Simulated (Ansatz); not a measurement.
The cluster Hg2Br4⁻. Charge -1, multiplicity 2. Geometry r2SCAN-D4/def2-SVPD, basis def2-SVP, Ansatz.

```xyz
6

Hg   -0.0156   -1.0137    0.9839
Hg    0.0213    1.0147   -0.9834
Br   -1.6966   -0.4248    2.8554
Br    1.6306   -2.9034    0.3573
Br    1.7852    2.8068   -0.3910
Br   -1.7250    0.5203   -2.8222
```

```tsv
run	HOMO (eV)	LUMO (eV)
A	-1.58	-1.29
B	-1.89	-1.41
C	-2.53	-0.85
D	-1.31	-1.06
E	-1.77	-1.56
```

In the def2 sets Hg takes a core potential; there is no spin–orbit coupling. Another isomer (doublet) lies 0.16 eV lower at PBE0-D4/def2-SVP; other spin states weren't run for this one.

HOMO and LUMO are taken over both spins.

Problem. The runs used BLYP, LDA (SPW92), PBE, PBE0, r2SCAN. Estimate which is which.

Solution. A PBE (0 % exact exchange); B r2SCAN (0 % exact exchange); C PBE0 (25 % exact exchange); D BLYP (0 % exact exchange); E LDA (SPW92) (0 % exact exchange). Exact exchange lowers occupied and raises empty levels; among semilocal functionals meta-GGAs tend to open the gap a little, and such runs are hard to tell apart. The gap grows from 0.21 eV (LDA (SPW92)) to 1.67 eV (PBE0).
